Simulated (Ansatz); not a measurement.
Basis-set series for C12H12Sn (`c1cc[c]([SnH2][c]2ccccc2)cc1`). The species carries charge 0 and has multiplicity 1. Sn: def2 effective core potential. The structure was optimised at the PBE0-D4/def2-TZVP level. It is one conformer, not always the lowest.

```json
{"functional": "PBE0-D4", "basis": "def2-SVP", "functions": "254", "energy (Eh)": "-677.91154", "HOMO (eV)": "-7.21", "LUMO (eV)": "-0.48"}
{"functional": "PBE0-D4", "basis": "def2-TZVPP", "functions": "590", "energy (Eh)": "-678.41037", "HOMO (eV)": "-7.23", "LUMO (eV)": "-0.59"}
{"functional": "ωB97M-V", "basis": "def2-SVP", "functions": "254", "energy (Eh)": "-678.18085", "HOMO (eV)": "-9.26", "LUMO (eV)": "1.49"}
{"functional": "ωB97M-V", "basis": "def2-TZVPP", "functions": "590", "energy (Eh)": "-678.70160", "HOMO (eV)": "-9.29", "LUMO (eV)": "1.31"}
```

Task: Give the rows for def2-QZVPP. (Best estimate.)

Result: Computed: 
```
functional       basis  functions  energy (Eh)  HOMO (eV)  LUMO (eV)
   PBE0-D4  def2-QZVPP       1126   -678.43606      -7.25      -0.63
   ωB97M-V  def2-QZVPP       1126   -678.72547      -9.30       1.20
```

Positive LUMOs are unbound and depend on the basis.
